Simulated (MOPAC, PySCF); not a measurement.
[Ag(NH3)(OH)], neutral singlet in the gas phase. 

Cartesian coordinates (Å):
```xyz
7

Ag    -0.0069    -0.0268     0.0754
N     -1.9512     0.0583     0.9567
H     -2.6184     0.5601     0.3675
H     -1.9441     0.5254     1.8654
H     -2.3348    -0.8764     1.1076
O      1.7731     0.0301    -0.7632
H      2.1404    -0.8645    -0.7236
```
Charge 0, spin multiplicity 1.

All levels are single points at this geometry (r2SCAN-D4/def2-SVP); Pople sets use spherical d functions. Orbital energies aren't observables, and empty levels follow the basis.

TPSSh-D3(BJ)/def2-TZVP in PySCF gives dipole (D) = 7.82.

Q: Estimate the dipole (D) from each of these levels: B3LYP-D3(BJ)/def2-TZVP in PySCF; PBE-D3(BJ)/def2-TZVP in PySCF; B3LYP/6-311+G** (LANL2DZ on Ag) in PySCF; M06-2X/6-31G* (LANL2DZ on Ag) in PySCF; PBE/6-31G* (LANL2DZ on Ag) in PySCF; SVWN5/6-31G* (LANL2DZ on Ag) in PySCF; PM6 in MOPAC; PM7 in MOPAC.

A: 
| level | dipole (D) |
|---|---|
| B3LYP-D3(BJ)/def2-TZVP in PySCF | 7.90 |
| PBE-D3(BJ)/def2-TZVP in PySCF | 7.51 |
| B3LYP/6-311+G** (LANL2DZ on Ag) in PySCF | 8.38 |
| M06-2X/6-31G* (LANL2DZ on Ag) in PySCF | 8.28 |
| PBE/6-31G* (LANL2DZ on Ag) in PySCF | 7.29 |
| SVWN5/6-31G* (LANL2DZ on Ag) in PySCF | 7.37 |
| PM6 in MOPAC | 9.12 |
| PM7 in MOPAC | 9.38 |
